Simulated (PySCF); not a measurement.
CsF, charge -1, doublet, at the geometry of the source list (a state made from the parent by changing its charge; the spin is typed, not shown lowest) (core potentials on Cs) (in this run its highest filled SCF level lies above zero, so its values depend strongly on the basis, on diffuse functions most of all); DF-B3LYP/def2-QZVP (PySCF).

Input for PySCF:
```python
from pyscf import gto, scf, dft

mol = gto.Mole()
mol.atom = '''
    Cs   -0.62190000   -0.51290000   -0.84010000
    F     0.62190000    0.51290000    0.84010000
'''
mol.basis = 'def2-qzvp'
mol.ecp = {'Cs': 'def2-qzvp'}
mol.charge = -1
mol.spin = 1
mol.verbose = 4
mol.build()

mf = dft.UKS(mol)
mf.xc = 'b3lyp'
mf = mf.density_fit(auxbasis='def2-universal-jkfit')
mf.kernel()
```

Q: Predict the main parts of the log of this PySCF run.

A: 
```
PySCF version 2.14.0

[INPUT] verbose = 4
[INPUT] num. atoms = 2
[INPUT] num. electrons = 19
[INPUT] charge = -1
[INPUT] spin (= nelec alpha-beta = 2S) = 1
[INPUT] symmetry False subgroup None
[INPUT] Mole.unit = angstrom
[INPUT] Symbol           X                Y                Z      unit          X                Y                Z       unit  Magmom
[INPUT]  1 Cs    -0.621900000000  -0.512900000000  -0.840100000000 AA   -1.175220676867  -0.969240529289  -1.587558917247 Bohr   0.0
[INPUT]  2 F      0.621900000000   0.512900000000   0.840100000000 AA    1.175220676867   0.969240529289   1.587558917247 Bohr   0.0

nuclear repulsion = 18.4073526397963
number of shells = 33
number of NR pGTOs = 138
number of NR cGTOs = 105
basis = def2-qzvp
ecp = {'Cs': 'def2-qzvp'}

******** <class 'pyscf.df.df_jk.DFUKS'> ********
method = DFUKS
initial guess = minao
damping factor = 0
level_shift factor = 0
DIIS = <class 'pyscf.scf.diis.CDIIS'>
diis_start_cycle = 1
diis_space = 8
diis_damp = 0
SCF conv_tol = 1e-09
SCF conv_tol_grad = None
SCF max_cycles = 50
direct_scf = False
number electrons alpha = 10  beta = 9
XC library pyscf.dft.libxc version 7.1.2
    S. Lehtola, C. Steigemann, M. J. T. Oliveira, and M. A. L. Marques,  SoftwareX 7, 1–5 (2018)
XC functionals = b3lyp
    P. J. Stephens, F. J. Devlin, C. F. Chabalowski, and M. J. Frisch,  J. Phys. Chem. 98, 11623 (1994)
radial grids:
    Treutler-Ahlrichs [JCP 102, 346 (1995); DOI:10.1063/1.469408] (M4) radial grids

becke partition: Becke, JCP 88, 2547 (1988); DOI:10.1063/1.454033
pruning grids: <function nwchem_prune>
grids dens level: 3
symmetrized grids: False
atomic radii adjust function: <function treutler_atomic_radii_adjust>
small_rho_cutoff = 0
Set gradient conv threshold to 3.16228e-05
tot grids = 37976
******** <class 'pyscf.df.df.DF'> ********
auxbasis = def2-universal-jkfit
init E= -116.071954067774

cycle= 1 E= -119.916259217436  delta_E= -3.84  |g|= 0.649  |ddm|= 5.43
cycle= 2 E= -107.43837761069  delta_E= 12.5  |g|= 2.19  |ddm|= 44.3
cycle= 3 E= -119.914037595539  delta_E= -12.5  |g|= 0.668  |ddm|= 44.3
cycle= 4 E= -119.926147453954  delta_E= -0.0121  |g|= 0.65  |ddm|= 0.0962
cycle= 5 E= -120.063123623968  delta_E= -0.137  |g|= 0.282  |ddm|= 1.46
cycle= 6 E= -120.113981168746  delta_E= -0.0509  |g|= 0.106  |ddm|= 3.16
cycle= 7 E= -120.121578964667  delta_E= -0.0076  |g|= 0.0164  |ddm|= 4.66
cycle= 8 E= -120.122631644711  delta_E= -0.00105  |g|= 0.00516  |ddm|= 1.17
cycle= 9 E= -120.123044450411  delta_E= -0.000413  |g|= 0.00149  |ddm|= 0.561
cycle= 10 E= -120.123102660443  delta_E= -5.82e-05  |g|= 0.000723  |ddm|= 0.238
cycle= 11 E= -120.123110044597  delta_E= -7.38e-06  |g|= 0.000245  |ddm|= 0.109
cycle= 12 E= -120.123111772822  delta_E= -1.73e-06  |g|= 3.54e-05  |ddm|= 0.0774
cycle= 13 E= -120.123111785865  delta_E= -1.3e-08  |g|= 1.23e-05  |ddm|= 0.0106
cycle= 14 E= -120.123111786006  delta_E= -1.41e-10  |g|= 5.51e-06  |ddm|= 0.00142
Extra cycle  E= -120.123111786085  delta_E= -7.94e-11  |g|= 4.84e-06  |ddm|= 0.00104
converged SCF energy = -120.123111786085  <S^2> = 0.75001758  2S+1 = 2.0000176
```
